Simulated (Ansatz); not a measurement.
Input file for Ansatz (a quantum-chemistry and plane-wave program): U-B2PLYP/def2-TZVPP on NaO-, 2S+1 = 3, a spin state set in the input, which need not be the lowest, a point of a bond scan (R = 2.143 Å). Charge -1.

Ansatz 0.2 input:
```yaml
crystal:
  periodic: [false, false, false]
  atoms:
    - {symbol: O, position_ang: [0.00000000, 0.00000000, 0.00000000]}
    - {symbol: Na, position_ang: [0.00000000, 0.00000000, 2.14318600]}
basis:
  gaussian:
    orbitals: def2-TZVPP
    pivot_positions_ang: [[0.00000000, 0.00000000, 0.00000000], [0.00000000, 0.00000000, 2.14318600]]
hamiltonian:
  xc: {name: B2PLYP}
total_charge: -1
magnetization: {spin_polarized: true, initial_magnetization: 2}
correlation: {electrons: valence}
output: {orbitals: {seedname: ./end}}
```

Output:

```
WARN ansatz: RAYON_NUM_THREADS=2 ignored (pool sized by the plan → 2); use --threads N
Functional definition: B2PLYP
integrals: 0.02 GiB planned
519 factors; integrals over basis functions are off by at most 3.3e-4 eV
mean field: 0.19 GiB planned
mean field evaluation 1: about -6427.2997 eV, gradient 5.7e1 eV
mean field evaluation 2: about -6427.4023 eV, gradient 5.7e1 eV
mean field evaluation 4: about -6450.3446 eV, gradient 3.3e1 eV
mean field evaluation 8: about -6455.9541 eV, gradient 4.3e-1 eV
mean field evaluation 16: about -6456.0415 eV, gradient 2.3e-4 eV
mean field evaluation 32: about -6456.0203 eV, gradient 2.2e0 eV
mean field evaluation 64: about -6453.0930 eV, gradient 5.5e0 eV
mean field evaluation 96: about -6456.0314 eV, gradient 6.5e-1 eV
mean field -6456.04146437 eV, -237.2551477535 hartree, gradient 3.7e-6 eV, S^2 2.005929; 3 other end points of the search recorded, 0 dependent functions left out
2 core orbitals not correlated
reference -6456.04157070 eV, -237.2551516612 hartree; 9, 7 occupied and 52, 54 virtual orbitals, 519 factors
second order -11.76303945 eV of doubles, -0.00000000 eV of singles
Total energy: -6459.21759136 eV, -237.3718682674 hartree
```

The run converged.

Cost: very roughly 4 core-seconds.
